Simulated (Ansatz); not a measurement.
Sn2O6, relaxed as a singlet with RKS B3LYP-D4/def2-SVP in Ansatz, starting from the GFN2-xTB geometry. Force threshold 0.02 eV/Å.

In the def2 sets Sn takes a core potential; there is no spin–orbit coupling. The structure holds 4 bonds between oxygen atoms, so isomers without such links may lie far lower. The restricted singlet is unstable towards broken spin symmetry in Hartree–Fock (as tested in another run); at B3LYP-D4/def2-SVP this wasn't settled. Another isomer (singlet) lies 0.96 eV lower at PBE0-D4/def2-TZVP; other spin states weren't run for this one.

Start:

```xyz
8

Sn   -1.184    1.059   -1.604
Sn    2.214    0.292    0.407
O     0.890   -1.054    1.297
O    -1.368   -0.704    1.090
O    -1.889   -0.204   -0.113
O     0.683    1.645   -0.523
O    -0.347   -1.577    0.893
O     1.002    0.543   -1.447
```

```
step  energy (eV)  largest force component (eV/Å)  SCF passes
   1  -23932.0999                           1.233          20
   2  -23932.2481                           0.790          22
   3  -23932.3034                           0.168          23
   4  -23932.3101                           0.156          23
   5  -23932.3152                           0.130          23
   6  -23932.3187                           0.104          23
   7  -23932.3198                           0.166          23
   8  -23932.3218                           0.031          24
   9  -23932.3220                           0.051          24
  10  -23932.3225                           0.055          24
  11  -23932.3227                           0.040          25
  12  -23932.3228                           0.003          17
```

Force components are those of the run's own axes.

End:

```xyz
8

Sn   -1.158    1.008   -1.569
Sn    2.137    0.280    0.418
O     0.919   -1.109    1.334
O    -1.286   -0.526    1.074
O    -1.944   -0.240   -0.129
O     0.625    1.642   -0.468
O    -0.290   -1.548    0.778
O     0.997    0.494   -1.438
```

By distances, no bond broke or formed. The bond that changes most is O4–O7, from 1.36 to 1.46 Å (atoms count from 1).

No frequencies were taken in this run, so the end may be a saddle point.

Hardware: 4 threads of Arm Neoverse V1 on a shared host. Wall time 33 s.
